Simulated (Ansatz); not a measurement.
Reaction (homolysis of the S–Sn bond): `[SH][Sn]([SH])([SH])[SH]` → `[SH]`• + `[SH][Sn]([SH])[SH]`•

Gas-phase electronic energies from Ansatz, PBE0-D4/def2-TZVP geometries. CCSD(T)/CBS adds triple-zeta CCSD(T) − MP2 to the extrapolated MP2 energy (def2 sets, frozen cores). This one scheme is used for every species. Functionals use def2-TZVPP. B3LYP here is the variant with VWN-RPA as its local correlation; programs differ in this. No spin–orbit coupling; open shells (•) take unrestricted orbitals. def2 core potentials past Kr. For Sn outer-core shells are correlated without core-valence functions, which leaves a few kJ/mol of doubt a bond. One conformer a species, not always the lowest.

```json
{"level": "PBE-D4", "ΔE (kcal/mol)": "67.3", "difference from CCSD(T)/CBS": "-6.1"}
{"level": "r2SCAN-D4", "ΔE (kcal/mol)": "66.4", "difference from CCSD(T)/CBS": "-7.0"}
{"level": "PBE0-D4", "ΔE (kcal/mol)": "69.1", "difference from CCSD(T)/CBS": "-4.3"}
{"level": "B3LYP-D4", "ΔE (kcal/mol)": "64.3", "difference from CCSD(T)/CBS": "-9.1"}
{"level": "ωB97X-V", "ΔE (kcal/mol)": "72.0", "difference from CCSD(T)/CBS": "-1.4"}
{"level": "r2SCAN", "ΔE (kcal/mol)": "65.7", "difference from CCSD(T)/CBS": "-7.7"}
{"level": "PBE0", "ΔE (kcal/mol)": "66.8", "difference from CCSD(T)/CBS": "-6.6"}
{"level": "HF/def2-TZVPP", "ΔE (kcal/mol)": "47.5", "difference from CCSD(T)/CBS": "-25.9"}
{"level": "MP2/def2-TZVPP", "ΔE (kcal/mol)": "75.2", "difference from CCSD(T)/CBS": "1.8"}
{"level": "SCS-MP2/def2-TZVPP", "ΔE (kcal/mol)": "72.5", "difference from CCSD(T)/CBS": "-0.9"}
{"level": "CCSD(T)/def2-TZVPP", "ΔE (kcal/mol)": "69.5", "difference from CCSD(T)/CBS": "-3.9"}
{"level": "HF/def2-QZVPP", "ΔE (kcal/mol)": "47.3", "difference from CCSD(T)/CBS": "-26.1"}
{"level": "MP2/def2-QZVPP", "ΔE (kcal/mol)": "77.4", "difference from CCSD(T)/CBS": "4.0"}
{"level": "HF/CBS(def2)", "ΔE (kcal/mol)": "47.3", "difference from CCSD(T)/CBS": "-26.1"}
{"level": "MP2/CBS(def2)", "ΔE (kcal/mol)": "79.1", "difference from CCSD(T)/CBS": "5.7"}
{"level": "CCSD/CBS(def2)", "ΔE (kcal/mol)": "71.1", "difference from CCSD(T)/CBS": "-2.3"}
{"level": "CCSD(T)/CBS", "ΔE (kcal/mol)": "73.4", "difference from CCSD(T)/CBS": "0"}
```

Largest T1 diagnostic among the species: 0.017.

From PBE to PBE0 (25 % exact exchange), in def2-TZVPP and without D4, ΔE moves by +2.0 kcal/mol. The D4 term adds +4.0 kcal/mol with B3LYP and +2.3 kcal/mol with PBE0; it sums over pairs of atoms, weighted by their polarisabilities, and B3LYP, whose exchange is more repulsive, gets the larger term.
